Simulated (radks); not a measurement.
The numbers below are computed, except where a source is named.
Ionisation of neutral holmium, [Xe] 4f11 6s2, to [Xe] 4f11 6s1 as the strength of local exchange is varied. Code: a radial shooting solver on a logarithmic mesh with Libxc functionals. Model: Dirac Kohn-Sham, Slater X-alpha exchange (alpha = 2/3 is LDA exchange), no correlation, spin-unpolarised, spherical densities, point nucleus; open shells are shared between the two j in proportion to 2j + 1.

alpha	E(Ho) (hartree)	exchange (hartree)	IE (eV)	-e of the level emptied (eV)	<r> of it (bohr)
0.609	-12591.4182	-234.1044	5.391	2.882 (6s1/2)	4.189
0.642	-12604.1108	-247.0680	5.541	3.014 (6s1/2)	4.153
0.667	-12613.7359	-256.9071	5.657	3.118 (6s1/2)	4.125
0.668	-12614.1211	-257.3010	5.662	3.123 (6s1/2)	4.124
0.725	-12636.0976	-279.7948	5.934	3.369 (6s1/2)	4.060
0.755	-12647.6812	-291.6665	6.081	3.504 (6s1/2)	4.027
0.922	-12712.3757	-358.1669	6.944	4.302 (6s1/2)	3.851
1.035	-12756.3543	-403.5613	7.565	4.885 (6s1/2)	3.740

NIST Atomic Spectra Database: 6.022 eV (measured). The Delta-SCF value meets it near alpha = 0.74. Spin polarisation and multiplet splitting are left out, so open shells lie too high by an amount that depends on their filling. Sharing an open shell by 2j + 1 raises it above the true ground level by a part of the spin-orbit splitting, which enters the differences from NIST.

Beside tabulated values, note that spin-unpolarised runs miss the spin-polarisation part of the exchange energy of open shells.
